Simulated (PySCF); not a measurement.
Compound: (BeSe)6 prism, Be₆Se₆.
Geometry (PBE0-D3(BJ)/def2-SVP, Å), atoms numbered from 1 in this order:
```
atom  x, y, z in Å
Be1    1.2016   -0.7780   -1.3515
Se2   -0.3848   -2.2448   -1.3719
Be3   -1.6874   -0.9664   -0.2134
Se4   -2.3792    1.0687   -0.4497
Be5   -0.3585    1.8124   -0.6293
Se6    1.3127    1.3086   -1.9041
Be7    1.7062    0.9524    0.2221
Se8    2.3987   -1.0827    0.4574
Be9    0.3777   -1.8256    0.6381
Se10  -1.2936   -1.3223    1.9130
Be11  -1.1821    0.7639    1.3595
Se12   0.4040    2.2310    1.3808
```

Computed with PBE0-D3(BJ)/def2-SVP geometry optimisation, gas phase (PySCF).

**Question.** Which atoms are bound to Be1, and at what distances?

**Answer.** 3 atoms: Se2 2.161 Å, Se6 2.161 Å, Se8 2.190 Å. The nearest atom not counted as bound is Be7, at 2.39 Å (others tie with it).

**Question.** List the angles at Be1.

**Answer.** 
```
      angle  degrees  distance of the outer atoms (Å)
Se2–Be1–Se6    133.7                             3.97
Se6–Be1–Se8    108.5                             3.53
Se2–Be1–Se8    108.3                             3.53
```

**Question.** Describe the arrangement about Be1 in numbers.

**Answer.** Angles 133.7°, 108.5° and 108.3°, sum 350.5°, 0.38 Å off the plane of its three neighbours. The Be–Se distances aren't all alike: 2.161 to 2.190 Å. Differences among atoms that D3d makes equivalent are scatter left by the optimiser.

**Question.** Give some angles away from the centre.

**Answer.** Be1–Se2–Be3 92.1°, Be1–Se2–Be9 66.8°.

**Question.** What are the rotational constants (commonest isotopes, rigid rotor)?

**Answer.** A = 225.1, B = 224.9, C = 187.2 MHz: an oblate symmetric top.

Point group: D3d (every atom within 0.08 Å of its image). Charge 0, singlet. Stationary, but not proved a minimum.

One conformer stands for the species.
